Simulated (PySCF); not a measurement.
## Te⁴²⁺ (tellurium, charge +42): Hartree-Fock from Schrödinger to Dirac-Coulomb

Occupied: 1s1/2, 2s1/2, 2p1/2, 2p3/2. Hartree-Fock calculated with PySCF 2.14 in an uncontracted even-tempered set (20 s from 6.8 bohr⁻², ratio 2.3; 15 p from 8.2 bohr⁻², ratio 2.3), Gaussian nucleus throughout. NR is non-relativistic, sf-X2C the spin-free one-electron X2C Hamiltonian, X2C adds the bare one-electron spin-orbit term, X2C-SNSO screens it by Boettger's factors, DC is four-component Dirac-Coulomb, and the Gaunt term is added at first order (total energies over the DC spinors, levels after relaxing the spinors in that mean field). QED terms are absent. Levels marked empty are virtual spinors of this ion.

```csv
Hamiltonian,E (hartree),E − E(DC) (hartree),CPU seconds
NR,-4967.4126,164.0657,0.55
sf-X2C,-5128.3613,3.1169,0.3
X2C,-5130.0683,1.4099,0.38
X2C-SNSO,-5129.9351,1.5431,0.4
DC,-5131.4782,0.0000,27
DC+Gaunt,-5126.9660,4.5123,48
```

```csv
level (eV),NR,sf-X2C,X2C,X2C-SNSO,DC,DC+Gaunt
1s1/2,-33529.7,-34774.5,-34772.0,-34772.2,-34800.1,-34725.5
2s1/2,-7265.4,-7608.6,-7608.0,-7608.1,-7611.5,-7604.0
2p1/2,-7003.6,-7120.3,-7327.7,-7319.1,-7320.7,-7307.5
2p3/2,-7003.6,-7120.3,-7027.4,-7030.9,-7033.3,-7024.0
3s1/2 (empty),-2937.2,-3041.8,-3041.7,-3041.7,-3042.5,-3040.6
3p1/2 (empty),-2850.6,-2896.5,-2949.2,-2947.0,-2947.4,-2944.0
3p3/2 (empty),-2850.6,-2896.5,-2872.8,-2873.7,-2874.2,-2871.9
```

| interval (eV) | sf-X2C | X2C | X2C-SNSO | DC | DC+Gaunt |
| --- | --- | --- | --- | --- | --- |
| 2p3/2 − 2p1/2 | -2.939e-11 | 300.3 | 288.2 | 287.4 | 283.5 |
| 3p3/2 − 3p1/2 | -1.871e-09 | 76.38 | 73.31 | 73.22 | 72.17 |

Weight of the small component: 1s1/2 0.0367, 2s1/2 0.00814, 2p1/2 0.00807, 2p3/2 0.00771, 3s1/2 0.00310, 3p1/2 0.00306, 3p3/2 0.00298.

Koopmans' value for the highest occupied level at DC+Gaunt: 7024.0 eV, against an ionisation energy of 7022 ± 4 eV (theoretical estimate listed by NIST; NIST Atomic Spectra Database, ionization energies); the former lacks relaxation, correlation, QED and recoil.

The whole ladder took 82 s of wall time on 1 thread of Intel(R) Xeon(R) Platinum 8259CL CPU @ 2.50GHz (shared host), launched as `OMP_NUM_THREADS=1 python relrun2.py TASK.json OUT` (a driver that calls PySCF for each Hamiltonian).
